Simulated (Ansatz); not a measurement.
Reaction (formal exchange of groups at the Si–N bond): `C[SiH2]N[SiH](O)O` + `C=N` → `C[SiH2]C=N` + `N[SiH](O)O`

Program: Ansatz. Geometries: PBE0-D4/def2-TZVP. ΔE: electronic, gas phase. CCSD(T)/CBS is the MP2 limit (def2-TZVPP, def2-QZVPP) plus CCSD(T) − MP2 in def2-TZVPP, frozen cores. This one scheme is used for every species. Functionals use def2-TZVPP. B3LYP here is the variant with VWN-RPA as its local correlation; programs differ in this. Each species was taken in one conformer, which may not be the lowest.

Is it downhill or uphill in electronic energy at CCSD(T)/CBS, and by how much? (An estimate is asked.)

Ansatz gave: Uphill: ΔE = +70.2 kJ/mol.

What do these levels give: PBE-D4, PBE0-D4, B3LYP-D4, ωB97M-V, B2PLYP, PBE, r2SCAN, SCS-MP2/def2-TZVPP, CCSD(T)/def2-TZVPP, SCS-MP2/def2-QZVPP, MP2/CBS(def2), CCSD/CBS(def2)? (An estimate is asked.)

Ansatz gave: PBE-D4 58.6, PBE0-D4 65.1, B3LYP-D4 69.1, ωB97M-V 69.4, B2PLYP 68.6, PBE 55.8, r2SCAN 65.6, SCS-MP2/def2-TZVPP 73.5, CCSD(T)/def2-TZVPP 70.9, SCS-MP2/def2-QZVPP 73.3, MP2/CBS(def2) 72.1, CCSD/CBS(def2) 72.0 kJ/mol.

Largest T1 diagnostic among the species: 0.012.

In def2-TZVPP, CCSD(T) changes the Hartree–Fock value by −8.8 kJ/mol (the triples alone add −1.8 kJ/mol) and MP2 by −6.9 kJ/mol. The D4 term adds +4.2 kJ/mol with B3LYP and +2.7 kJ/mol with PBE0; it sums over pairs of atoms, weighted by their polarisabilities, and B3LYP, whose exchange is more repulsive, gets the larger term.
